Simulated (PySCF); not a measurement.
Harmonic spectrum computed at PBE0 in the def2-TZVP basis family (core potentials from Rb on, PySCF, no spin–orbit coupling):

```csv
ω (cm⁻¹),"IR (km/mol, summed over degenerate members)",degeneracy
173,37.3,1
252,61.7,2
859,0.0,1
918,129,2
```

**Question.** Which molecule gave it? In each, all ligands are bound to the one heavy central atom.
A. SeO₃ (singlet)
B. TeO₃ (singlet)
C. TcO₃ (doublet)
D. SO₃ (singlet)

**Answer.** B. It has D3h symmetry with Te–O 1.773 Å (×3).
